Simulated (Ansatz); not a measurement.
Stretching the Mg1–O2 bond in MgO (multiplicity 1 held). Energies count from the point at 1.739 Å.


Restricted levels (R-, RO-) in cc, def2 and unpolarised 6-31G sets keep to the state of the molecule at rest. Unrestricted levels (U-) break spin symmetry where that is lower. Curves can end on different states.

Cores are frozen in the correlated methods.

Programs: Ansatz (Gaussian orbitals). Each number belongs to the level named beside it.

Energies in kcal/mol.

| R (Å) | R-HF/def2-SVPD | U-HF/def2-SVPD | R-MP2/def2-SVPD | U-MP2/def2-SVPD | R-SCS-MP2/def2-SVPD |
|---|---|---|---|---|---|
| 1.392 | 67.9 | 82.7 | 81.1 | 83.5 | 81.3 |
| 1.565 | 11.6 | 25.7 | 18.3 | 23.8 | 18.8 |
| 1.739 | 0.0 | 0.0 | 0.0 | 0.0 | 0.0 |
| 1.913 | 5.1 | -4.2 | 7.6 | -6.4 | 5.8 |
| 2.087 | 14.2 | 1.5 | 28.3 | -2.7 | 24.4 |
| 2.348 | 26.8 | 17.1 | 62.0 | 10.4 | 55.7 |
| 2.609 | 35.9 | 34.2 | 88.5 | 25.5 | 80.6 |
| 3.044 | 44.5 | 50.0 | 115.4 | 68.0 | 105.7 |
| 3.479 | 48.3 | 51.0 | 128.1 | 72.5 | 117.2 |
| 4.001 | 50.0 | 50.9 | 133.8 | 73.1 | 122.3 |
| 4.696 | 50.6 | 50.8 | 135.8 | 73.2 | 124.0 |
| 5.566 | 50.8 | 50.7 | 136.3 | 73.3 | 124.3 |
| 6.958 | 50.8 | 50.7 | 136.4 | 73.4 | 124.4 |

Doubts at one or more of the structures used: a restricted determinant that unrestricted orbitals would lower (R-HF/def2-SVPD, R-MP2/def2-SVPD, R-SCS-MP2/def2-SVPD); a spin-contaminated determinant (U-HF/def2-SVPD, U-MP2/def2-SVPD).

Ansatz is an electronic-structure program.
